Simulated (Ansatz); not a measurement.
The cluster ZnSe2⁻. Charge -1, multiplicity 2. Geometry relaxed at r2SCAN-D4/def2-TZVPD.

```xyz
3

Zn    0.000    0.000    0.000
Se   -0.918   -0.262   -2.024
Se    0.918    0.263    2.024
```

The relaxation made no stability test and no search for a lower SCF solution. The structure comes from a short search, and lower isomers may exist.

Task: Estimate the harmonic wavenumbers at UKS r2SCAN-D4/def2-TZVPD (Ansatz, unscaled). Is this a minimum?

Result: 81, 92, 209, 354 cm⁻¹. Yes, no mode is imaginary beyond noise. Zero-point energy 4.4 kJ/mol. Hardware: 4 threads of Arm Neoverse V2 on a shared host. Wall time 4 min, peak host memory 0.55 GiB.
